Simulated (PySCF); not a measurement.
Excitations are Tamm–Dancoff values on a coarser integration grid. The basis has no diffuse functions, so Rydberg states are missing or too high.

Cartesian coordinates (Å):
```xyz
19

In     0.3826     0.3074    -0.1016
C      1.2385    -0.1918     1.8662
H      0.5927     0.1647     2.6844
H      2.2245     0.2861     1.9862
H      1.3854    -1.2789     1.9771
C      1.0212    -0.8887    -1.8401
H      1.1680    -1.9452    -1.5626
H      1.9802    -0.5111    -2.2306
H      0.2850    -0.8383    -2.6580
C     -0.6897     2.1951    -0.4238
H     -0.0176     2.9547    -0.8546
H     -1.0929     2.5874     0.5220
H     -1.5241     2.0475    -1.1281
C     -2.2908    -1.6933    -0.7149
O     -1.5760    -1.0815     0.3543
H     -1.6806    -2.4450    -1.2431
H     -2.5499    -0.8955    -1.4237
H     -3.2228    -2.1585    -0.3529
H     -1.3379    -1.7430     1.0188
```
Charge 0, spin multiplicity 1.

What total energy, HOMO–LUMO gap, S1 excitation (TDA), S1 oscillator strength and S1–T1 gap (TDA) does ωB97X-D3(BJ)/def2-TZVP // B3LYP-D3(BJ)/def2-SVP (PySCF 2.14.0) give?


```yaml
total_energy: -11588.77 eV
HOMO–LUMO gap: 10.61 eV
S1 excitation (TDA): 6.06 eV
S1 oscillator strength: 0.028
S1–T1 gap (TDA): 0.39 eV
```
